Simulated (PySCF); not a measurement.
# SeO2: bending curve

Method: PBE/[Se def2-TZVP, O def2-TZVP], no relativity, density fitting, PySCF.

Rigid scan from the singlet minimum (Se–O 1.632 Å (×2); O–Se–O 114.0°). Coordinate: the O–Se–O angle, bonds fixed. Energies in kJ/mol from the minimum.

**Question.** Predict the curve at 80, 90, 100, 110, 120, 130, 140, 150, 160, 170, 180.

**Answer.** 
```json
{"bond angle (°)": "80", "E (kJ/mol)": "191.1", "dipole size (D)": "3.94"}
{"bond angle (°)": "90", "E (kJ/mol)": "82.7", "dipole size (D)": "3.67"}
{"bond angle (°)": "100", "E (kJ/mol)": "25.3", "dipole size (D)": "3.28"}
{"bond angle (°)": "110", "E (kJ/mol)": "1.9", "dipole size (D)": "2.83"}
{"bond angle (°)": "120", "E (kJ/mol)": "4.0", "dipole size (D)": "2.33"}
{"bond angle (°)": "130", "E (kJ/mol)": "26.0", "dipole size (D)": "1.80"}
{"bond angle (°)": "140", "E (kJ/mol)": "64.2", "dipole size (D)": "1.28"}
{"bond angle (°)": "150", "E (kJ/mol)": "114.7", "dipole size (D)": "0.80"}
{"bond angle (°)": "160", "E (kJ/mol)": "171.1", "dipole size (D)": "0.39"}
{"bond angle (°)": "170", "E (kJ/mol)": "220.1", "dipole size (D)": "0.12"}
{"bond angle (°)": "180", "E (kJ/mol)": "240.8", "dipole size (D)": "0.00"}
```

With the bonds held, the linear shape lies 240.8 kJ/mol from the minimum.

Other isomers or separated fragments may lie lower.

The scan took about 2.4 core-minutes on a shared host.
